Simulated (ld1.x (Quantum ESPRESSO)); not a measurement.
# u(r) = r·R(r): atom against pseudo-atom (boron (B))

Columns: radius, all-electron u(r) and pseudo u(r) of the 2s shell (level -9.92 eV) of boron in the configuration [He] 2s1 2p2; PBE, scalar-relativistic, TM scheme, ld1.x (Quantum ESPRESSO) 7.5.

```json
{"r (bohr)": "0.132", "all-electron": "0.2995", "pseudo": "-0.0525"}
{"r (bohr)": "0.265", "all-electron": "0.2558", "pseudo": "-0.1099"}
{"r (bohr)": "0.398", "all-electron": "0.0898", "pseudo": "-0.1763"}
{"r (bohr)": "0.530", "all-electron": "-0.1011", "pseudo": "-0.2550"}
{"r (bohr)": "0.663", "all-electron": "-0.2794", "pseudo": "-0.3480"}
{"r (bohr)": "0.795", "all-electron": "-0.4274", "pseudo": "-0.4491"}
{"r (bohr)": "0.928", "all-electron": "-0.5446", "pseudo": "-0.5484"}
{"r (bohr)": "1.060", "all-electron": "-0.6305", "pseudo": "-0.6306"}
{"r (bohr)": "1.193", "all-electron": "-0.6891", "pseudo": "-0.6891"}
{"r (bohr)": "1.325", "all-electron": "-0.7233", "pseudo": "-0.7233"}
{"r (bohr)": "1.458", "all-electron": "-0.7379", "pseudo": "-0.7379"}
{"r (bohr)": "1.590", "all-electron": "-0.7367", "pseudo": "-0.7367"}
{"r (bohr)": "1.723", "all-electron": "-0.7232", "pseudo": "-0.7232"}
{"r (bohr)": "1.855", "all-electron": "-0.7009", "pseudo": "-0.7009"}
{"r (bohr)": "1.988", "all-electron": "-0.6718", "pseudo": "-0.6718"}
{"r (bohr)": "2.120", "all-electron": "-0.6387", "pseudo": "-0.6387"}
{"r (bohr)": "2.252", "all-electron": "-0.6028", "pseudo": "-0.6028"}
{"r (bohr)": "2.385", "all-electron": "-0.5652", "pseudo": "-0.5652"}
{"r (bohr)": "2.518", "all-electron": "-0.5273", "pseudo": "-0.5273"}
{"r (bohr)": "2.650", "all-electron": "-0.4900", "pseudo": "-0.4900"}
{"r (bohr)": "2.782", "all-electron": "-0.4536", "pseudo": "-0.4536"}
{"r (bohr)": "2.915", "all-electron": "-0.4183", "pseudo": "-0.4183"}
{"r (bohr)": "3.048", "all-electron": "-0.3847", "pseudo": "-0.3847"}
{"r (bohr)": "3.180", "all-electron": "-0.3531", "pseudo": "-0.3531"}
{"r (bohr)": "3.312", "all-electron": "-0.3234", "pseudo": "-0.3234"}
{"r (bohr)": "3.445", "all-electron": "-0.2955", "pseudo": "-0.2955"}
```

Question: How many radial nodes do the two functions have?

Answer: The all-electron 2s function has n − l − 1 = 1; the pseudo-wave has 0, since the states of the same l below it are removed with the core.

Question: At about which radius was the pseudo-wave matched?

Answer: 1.30 bohr. The columns agree to 0.0005 from 1.06 bohr on; several derivatives are matched, so the curves merge somewhat inside the radius.

Question: Is the pseudo-wave norm-conserving?

Answer: Yes: the TM scheme keeps the norm inside the radius equal to the all-electron one, which fixes the energy derivative of the logarithmic derivative at the level.
